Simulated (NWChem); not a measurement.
C$_{2}$H$_{8}$BP; SMILES CB(C)P

```xyz
12

B      0.0025    -0.4405    -0.0164
C      1.3584    -1.2371    -0.0057
H      1.2971    -2.1348    -0.6439
H      1.5078    -1.6191     1.0222
H      2.2564    -0.6647    -0.2790
C     -1.3688    -1.2067     0.0565
H     -1.6083    -1.5052    -0.9830
H     -2.2223    -0.6137     0.4171
H     -1.3069    -2.1440     0.6331
P      0.0230     1.4643     0.0676
H     -1.1269     1.7979    -0.7010
H      1.0131     1.7834    -0.9026
```
Atoms are numbered in this order, from 1.

Results from NWChem. Pople sets run with spherical d functions. STO-3G and 3-21G are far too small for this property and stand as cheap habits. Structure relaxed at the PBE0/def2-SVP level. Field at 589 nm.

```csv
level,isotropic polarisability (bohr³),anisotropy (bohr³)
B3LYP/STO-3G,30.9,19.8
B3LYP/6-31G*,…,…
B3LYP/def2-SVP,60.8,25.3
B3LYP/def2-SVPD,72.8,25.2
```

Question: Fill in the missing entries.

Answer: 
- B3LYP/6-31G*, isotropic polarisability (bohr³): 58.9
- B3LYP/6-31G*, anisotropy (bohr³): 26.8
